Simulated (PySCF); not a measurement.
Structure problem from calculated spectra and properties.

Formula: C6H12BNO.

| Quantity | Value |
| --- | --- |
| 13C NMR | chemical shifts (computed TMS as zero) by class: 120.0 (1 C), 88.8 (1 C), 77.0 (1 C), 42.0 (1 C), 40.1 (1 C), 20.3 (1 C) ppm [GIAO PBE/pcSseg-1] |
| Rotational structure | rotational constants A, B, C: 1.825, 1.729, 1.129 GHz [PBE0-D3(BJ)/def2-SVP] |
| Dipole | 6.37 D [wB97X-D/def2-SVPD] |
| XPS | B1s 194.6, C1s 291.4, C1s 291.9, C1s 292.0, C1s 292.7, C1s 293.1, C1s 294.2, N1s 405.6, O1s 540.5 eV [ΔSCF SCAN, pcX-2 on the ionised atom, pcseg-1 elsewhere, spin-free X2C] |
| UV, first state | lowest singlet excitation: 7.17 eV (173 nm, f = 0.003) [TDDFT wB97X-D/def2-SVPD] |
| UV, strongest line | among the 10 lowest singlet transitions: S8 at 8.36 eV (148 nm, f = 0.069) [TDDFT wB97X-D/def2-SVPD] |
| Polarisability | 93.0 au [wB97X-D/def2-SVPD] |
| NMR, other nuclei | isotropic shieldings of nuclei other than C and H, by class: 95 (1 B), -52 (1 N), 249 (1 O) ppm [GIAO PBE/pcSseg-1] |

Gas-phase values; electronic properties from PySCF, density fitting. Levels stand in brackets. The structure is a single PBE0-D3(BJ)/def2-SVP conformer in the gas phase; no vibrational or solvent corrections. Each NMR value is the plain mean over a class of atoms that symmetry, rotation or inversion makes alike.

**Question.** What is the compound? Reason from the data.

**Answer.** Numbering: `[BH3-:1][O+:2]1[CH2:3][C@@H:4]([CH3:5])[CH2:6][C@H:7]1[C:8]#[N:9]`. 6 carbons fall into 6 classes; from least to most shielded: nitrile carbon [C8] (120.0 ppm), ring sp3 carbon bound to oxygen [C3] (88.8 ppm), ring sp3 carbon bound to oxygen [C7] (77.0 ppm), ring CH2 carbon [C6] (42.0 ppm), sp3 CH carbon [C4] (40.1 ppm), methyl carbon [C5] (20.3 ppm). The other shieldings belong to: 95 ppm, four-coordinate boron [B1]; -52 ppm, nitrile nitrogen [N9]; 249 ppm, oxygen bonded to B and 2 C [O2]. The core levels belong to: B1s 194.6 eV, four-coordinate boron [B1]; C1s 291.4 eV, methyl carbon [C5]; C1s 291.9 eV, sp3 CH carbon [C4]; C1s 292.0 eV, ring CH2 carbon [C6]; C1s 292.7 eV, nitrile carbon [C8]; C1s 293.1 eV, sp3 carbon bound to oxygen [C3]; C1s 294.2 eV, sp3 carbon bound to oxygen [C7]; N1s 405.6 eV, nitrile nitrogen [N9]; O1s 540.5 eV, oxygen bonded to B and 2 C [O2]. The hole state at 292.7 eV has ⟨S²⟩ = 0.82 against 0.75, so that value is less sure. The optimised geometry has point group C1 and is an asymmetric top. Structure: `[BH3-][O+]1C[C@@H](C)C[C@H]1C#N`. Computed isomers that give other values at the same levels: `C[O+](C)[B@H-](C#N)C1CC1` (13C chemical shifts (computed TMS as zero) by class: 130.4 (1 C), 65.6 (2 C), 8.8 (1 C), 3.1 (1 C), 0.0 (1 C) ppm); `CC#CCB(N)OCC` (13C chemical shifts (computed TMS as zero) by class: 83.0 (1 C), 76.0 (1 C), 63.3 (1 C), 18.2 (1 C), 9.3 (1 C), 5.1 (1 C) ppm); `C/C=C/N(C=O)B(C)C` (13C chemical shifts (computed TMS as zero) by class: 164.8 (1 C), 138.2 (1 C), 125.4 (1 C), 19.2 (1 C), 11.5 (2 C) ppm). The assignments are read from this structure; whether some other isomer fits the data as well wasn't checked. The mirror image fits equally.
